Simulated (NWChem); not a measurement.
System: vinylene carbonate (C₃H₂O₃); SMILES O=c1occo1

NWChem input:

```
start job
memory heap 200 mb stack 900 mb global 1100 mb
geometry units angstroms noautosym nocenter noautoz
  O      0.000000     0.000000    -1.997115
  C      0.000000     0.000000    -0.801092
  O      0.000000     1.114600     0.018585
  C      0.000000     0.673803     1.325168
  C      0.000000    -0.673803     1.325168
  O      0.000000    -1.114600     0.018585
  H      0.000000     1.428056     2.116733
  H      0.000000    -1.428056     2.116733
end
basis spherical
  * library def2-svp
end
dft
  xc m05-2x
  iterations 150
end
cosmo
  do_cosmo_smd true
  solvent dcm
end
task dft energy
```

Parts of the log:

```
             Northwest Computational Chemistry Package (NWChem) 7.3.0
             --------------------------------------------------------

                             Geometry "geometry" -> ""
                             -------------------------

 Output coordinates in angstroms (scale by  1.889725989 to convert to a.u.)

  No.       Tag          Charge          X              Y              Z
 ---- ---------------- ---------- -------------- -------------- --------------
    1 O                    8.0000     0.00000000     0.00000000    -1.99711500
    2 C                    6.0000     0.00000000     0.00000000    -0.80109200
    3 O                    8.0000     0.00000000     1.11460000     0.01858500
    4 C                    6.0000     0.00000000     0.67380300     1.32516800
    5 C                    6.0000     0.00000000    -0.67380300     1.32516800
    6 O                    8.0000     0.00000000    -1.11460000     0.01858500
    7 H                    1.0000     0.00000000     1.42805600     2.11673300
    8 H                    1.0000     0.00000000    -1.42805600     2.11673300

 Effective nuclear repulsion energy (a.u.)     227.8158074727

                                 NWChem DFT Module
                                 -----------------

 Summary of "ao basis" -> "ao basis" (spherical)
 ------------------------------------------------------------------------------
       Tag                 Description            Shells   Functions and Types
 ---------------- ------------------------------  ------  ---------------------
 O                          def2-svp                 6       14   3s2p1d
 C                          def2-svp                 6       14   3s2p1d
 H                          def2-svp                 3        5   2s1p

 in cosmo_initialize ...
 calling solv_data for solv:dcm

 solvent parameters
 solvname_short: dcm
 solvname_long:  dichloromethane
 dielec:        8.9300
 dielecinf:     2.0283
 nonaqueous SMD model solvent descriptors
 dielec:        8.9300
 sola:          0.1000
 solb:          0.0500
 solc:          0.0000
 solg:         39.1500
 solh:          0.6670
 soln:          1.4242

          ---------------
          -cosmo- solvent
          ---------------
 Cosmo: York-Karplus, doi: 10.1021/jp992097l
 dielectric constant -eps-     =   8.93
 screen = (eps-1)/(eps    )    =   0.88802
 surface charge correction     = lagrangian

   van der Waals surface
 --------------------------

[...]

                                COSMO-SMD solvation results
                                ---------------------------

             internal energy in gas <Psi(g)|H|Psi(g)> =      -340.861355711702
         internal energy in solvent <Psi(s)|H|Psi(s)> =      -340.859759093456
                               delta internal energy  =         0.001596618246 (    1.00 kcal/mol)
   total free energy in solvent <Psi(s)|H+V/2|Psi(s)> =      -340.872006880767
 polarization energy contribution <Psi(s)|V/2|Psi(s)> =        -0.012247787311 (   -7.69 kcal/mol)
    total free energy in solvent including G(SMD-CDS) =      -340.869852189908
                       G(SMD-CDS) energy contribution =         0.002154690860 (    1.35 kcal/mol)
     1 M fixed-concentration free energy of solvation =        -0.008496478206 (   -5.33 kcal/mol)

                       DFT Final Molecular Orbital Analysis
                       ------------------------------------

 Vector   20  Occ=2.000000D+00  E=-4.608710D-01
              MO Center= -3.4D-10,  9.2D-09, -8.7D-01, r^2= 2.7D+00
   Bfn.  Coefficient  Atom+Function         Bfn.  Coefficient  Atom+Function
  ----- ------------  ---------------      ----- ------------  ---------------
     4      0.459485  1 O  px                 7      0.309191  1 O  px
    18      0.260018  2 C  px                46     -0.198185  4 C  px
    60     -0.198185  5 C  px                32     -0.148481  3 O  px
    74     -0.148481  6 O  px                21      0.134065  2 C  px
    49     -0.118502  4 C  px                63     -0.118502  5 C  px

 Vector   21  Occ=2.000000D+00  E=-4.021138D-01
              MO Center=  2.7D-10,  2.7D-09, -1.5D+00, r^2= 1.8D+00
   Bfn.  Coefficient  Atom+Function         Bfn.  Coefficient  Atom+Function
  ----- ------------  ---------------      ----- ------------  ---------------
     5      0.583607  1 O  py                 8      0.390099  1 O  py
    22      0.165691  2 C  py                34      0.146901  3 O  pz
    76     -0.146901  6 O  pz                33      0.132403  3 O  py
    75      0.132403  6 O  py                31     -0.125708  3 O  s
    73      0.125708  6 O  s                 37      0.114380  3 O  pz

 Vector   22  Occ=2.000000D+00  E=-3.093369D-01
              MO Center= -6.8D-10,  1.3D-10,  6.1D-01, r^2= 2.8D+00
   Bfn.  Coefficient  Atom+Function         Bfn.  Coefficient  Atom+Function
  ----- ------------  ---------------      ----- ------------  ---------------
    46      0.359087  4 C  px                60      0.359087  5 C  px
     4      0.245509  1 O  px                49      0.246478  4 C  px
    63      0.246478  5 C  px                32     -0.243014  3 O  px
    74     -0.243014  6 O  px                35     -0.209485  3 O  px
    77     -0.209485  6 O  px                 7      0.206120  1 O  px

 Vector   23  Occ=0.000000D+00  E= 5.239280D-02
              MO Center=  1.6D-10, -2.7D-09,  1.3D+00, r^2= 2.1D+00
   Bfn.  Coefficient  Atom+Function         Bfn.  Coefficient  Atom+Function
  ----- ------------  ---------------      ----- ------------  ---------------
    49      0.664973  4 C  px                63     -0.664973  5 C  px
    46      0.442463  4 C  px                60     -0.442463  5 C  px
    35     -0.212400  3 O  px                77      0.212400  6 O  px
    32     -0.175243  3 O  px                74      0.175243  6 O  px

[...]
```

Level: M05-2X/def2-SVP, SMD on the gas-phase geometry. Structure relaxed at the PBE-D3(BJ)/def2-SVP level. Solvent: dichloromethane.
